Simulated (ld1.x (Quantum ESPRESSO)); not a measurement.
magnesium (Mg): one change to an ultrasoft potential, before and after

Mg (Z = 12), ultrasoft, made with ld1.x (Quantum ESPRESSO) 7.5 (PBE, scalar-relativistic). Core [Ne], reference 3s2 3p0. Waves: 3s (bound): rcut 2.05, rcutus 2.30 bohr; 3s channel at 1.2 Ry: rcut 2.05, rcutus 2.30 bohr; 3p (bound, empty): rcut 2.20, rcutus 2.95 bohr; 3p channel at 2.6 Ry: rcut 2.20, rcutus 2.95 bohr. Local part: all-electron potential smoothed inside 2.65 bohr (lloc = -1). Core correction: Bessel-smoothed model core, default radius (core density twice the valence density). Augmentation charge: PSQ, inside the norm-conserving radii.

All-electron outer shells of the reference configuration (PBE, scalar-relativistic, ld1.x):

| shell | level (eV) | outermost node (bohr) | outermost maximum (bohr) |
| --- | --- | --- | --- |
| 2s | -79.85 | 0.18 | 0.54 |
| 2p | -46.61 | – | 0.48 |
| 3s | -4.70 | 0.90 | 2.56 |
| 3p | -1.33 | 0.96 | 3.46 |

Change: functional LDA (PZ).

Cutoffs: the cutoffs (Ry, on a coarse ladder) from which the occupation-weighted sum of valence levels, in a spherical-Bessel basis at the reference potential, stays within 10 and 1 mRy of its value at 400 Ry; they do not see the model core or the augmentation charge, which bear on the density cutoff. Errors are all-electron minus pseudo energies relative to the spin-unpolarised reference configuration.

**Question.** What does the change do?

**Answer.** Both files are so soft that the ladder of cutoffs tells neither apart; the number of tests with a reliable result goes from 5 to 7; of the 5 tests that both files solve, the error grows in 5 and shrinks in 0 by more than 15 % and 0.3 meV (median size 2.1 → 5.0 meV); neither file shows a bound ghost.

| quantity | base | changed |
| --- | --- | --- |
| cutoff, loose | 6 Ry | 6 Ry |
| cutoff, tight | 6 Ry | 6 Ry |
| bound ghosts | none | none |
| error for 3s1 3p0, meV [ΔE 7.96 → 8.07 eV] | -2.1 | -5.0 |
| error for 3s1.5 3p0, meV [ΔE 3.14 → 3.19 eV] | -0.4 | -0.8 |
| error for 3s1 3p1, meV [ΔE 3.49 → 3.52 eV] | -1.6 | -3.0 |
| error for 3s0 3p1, meV [ΔE 12.33 → 12.47 eV] | -7.7 | -18 |
| error for 3s0 3p2, meV [ΔE 7.18 → 7.27 eV] | -6.2 | -12 |
| s: phases at 3.19 bohr within 0.05 rad from the reference energy up to (Ry; the scan ends near 5) | to the end of the scan | to the end of the scan |
| p: phases at 3.19 bohr within 0.05 rad from the reference energy up to (Ry; the scan ends near 5) | to the end of the scan | to the end of the scan |
| lowest overlap eigenvalue by channel | s 0.46, p 0.77 | s 0.46, p 0.74 |
